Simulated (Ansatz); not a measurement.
Energy profile

The step: AlN₂H₅O ([NH2][Al]([NH2])[OH]) → AlNH₂O ([NH][Al][OH]) + NH₃ (still joined by a long Al–N bond); bonds formed: N2–H4; bonds broken: N3–H4; bonds weakened to dative contacts: Al1–N2 (atoms numbered as in the saddle structure below).

| atom | x (Å) | y (Å) | z (Å) |
| --- | --- | --- | --- |
| Al1 | -0.4068 | 0.0523 | -0.5043 |
| N2 | 1.0705 | 0.3355 | 0.7029 |
| N3 | -0.8676 | -1.1643 | 0.5885 |
| H4 | 0.3832 | -0.5487 | 1.1222 |
| O5 | -0.5171 | 1.0258 | -1.8851 |
| H6 | 2.0116 | 0.0568 | 0.4603 |
| H7 | 1.1159 | 1.1509 | 1.2989 |
| H8 | -1.5715 | -1.8628 | 0.7458 |
| H9 | -1.2185 | 0.9545 | -2.5293 |

Electronic energies by CCSD(T) at an estimated basis limit (MP2 extrapolated from triple and quadruple zeta, plus CCSD(T) − MP2 in triple zeta), on PBE0-D4/def2-TZVP structures; AlN2H5O, closed shell; no counterpoise correction. Program: Ansatz 0.2.0. Basis: def2-TZVPP and def2-QZVPP. Cores are frozen in the correlated methods. Extrapolation: Hartree–Fock as exp(−7.88 √X), correlation as X^−2.97.

Q: Give the profile in eV, counted from the start structure. (Judge from chemistry; the value comes from the calculation.)

A: Computed:
```
                                                                                                   point     eV
                                                                                         start structure  0.000
                                                                                                  saddle  2.562
                                                                                           end structure  2.255
separated: AlNH2O (linked as [NH][Al][OH]; Al1, N3, O5, H8, H9; singlet) + NH3 (N2, H4, H6, H7; singlet)  3.847
```

T1 diagnostic: at most 0.021. The restricted Hartree–Fock reference is unstable towards an unrestricted one at one or more of these structures.

For scale, one of the runs: CCSD(T)/def2-TZVPP, 205 basis functions, launched by `ansatz run in.yaml --threads 4 --pin off --events-out ev --progress --plain --max-ram 9574MiB`. Time: 17 s of wall clock on 4 CPU threads of an AMD EPYC 9R45; the host was shared. Peak host memory: 2.7 GiB.
